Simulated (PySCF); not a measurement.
**Electronic structure of Co⁺ (cobalt, charge +1) at the UHF level**

Configuration: [Ar] 3d8, high-spin 3F determinant. All numbers are calculated (PySCF 2.14, no relativity, point nucleus, in aug-cc-pVDZ).

| Item | Value |
| --- | --- |
| Total energy | -1381.135031 hartree |
| One-electron energy | -1911.3547 hartree |
| Hartree (Coulomb) energy | 588.2684 hartree |
| Exchange energy | -58.0488 hartree |
| Kinetic energy | 1381.08734 hartree |
| ⟨S²⟩ | 2.0049 |
| ⟨L²⟩ | 12.029 |
| Sum of ⟨r⟩ | 17.30 bohr |
| Sum of ⟨r²⟩ | 19.65 bohr² |
| Density at the nucleus (Gaussians lack the cusp) | 13300 bohr⁻³ |
| Spin density at the nucleus | 0.0759 bohr⁻³ |
| Langevin diamagnetic susceptibility | -15.6 ×10⁻⁶ cm³/mol |
| Time after the integrals | 0.48 s of wall time on 1 thread of Neoverse-N1 (shared host) |

```json
{"shell": "1s α", "electrons": "1", "mean orbital energy (eV)": "-7705.0", "spread (eV)": "0", "rms radius, mean of both spins (bohr)": "0.0659"}
{"shell": "1s β", "electrons": "1", "mean orbital energy (eV)": "-7705.0", "spread (eV)": "0", "rms radius, mean of both spins (bohr)": "0.0659"}
{"shell": "2s α", "electrons": "1", "mean orbital energy (eV)": "-951.25", "spread (eV)": "0", "rms radius, mean of both spins (bohr)": "0.279"}
{"shell": "2s β", "electrons": "1", "mean orbital energy (eV)": "-949.48", "spread (eV)": "0", "rms radius, mean of both spins (bohr)": "0.279"}
{"shell": "2p α", "electrons": "3", "mean orbital energy (eV)": "-822.19", "spread (eV)": "0", "rms radius, mean of both spins (bohr)": "0.250"}
{"shell": "2p β", "electrons": "3", "mean orbital energy (eV)": "-820.45", "spread (eV)": "0", "rms radius, mean of both spins (bohr)": "0.250"}
{"shell": "3s α", "electrons": "1", "mean orbital energy (eV)": "-127.50", "spread (eV)": "0", "rms radius, mean of both spins (bohr)": "0.847"}
{"shell": "3s β", "electrons": "1", "mean orbital energy (eV)": "-122.60", "spread (eV)": "0", "rms radius, mean of both spins (bohr)": "0.847"}
{"shell": "3p α", "electrons": "3", "mean orbital energy (eV)": "-87.273", "spread (eV)": "0", "rms radius, mean of both spins (bohr)": "0.904"}
{"shell": "3p β", "electrons": "3", "mean orbital energy (eV)": "-81.355", "spread (eV)": "0", "rms radius, mean of both spins (bohr)": "0.904"}
{"shell": "3d α", "electrons": "5", "mean orbital energy (eV)": "-20.911", "spread (eV)": "1.333", "rms radius, mean of both spins (bohr)": "1.26"}
{"shell": "3d β", "electrons": "3", "mean orbital energy (eV)": "-18.476", "spread (eV)": "0", "rms radius, mean of both spins (bohr)": "1.26"}
```
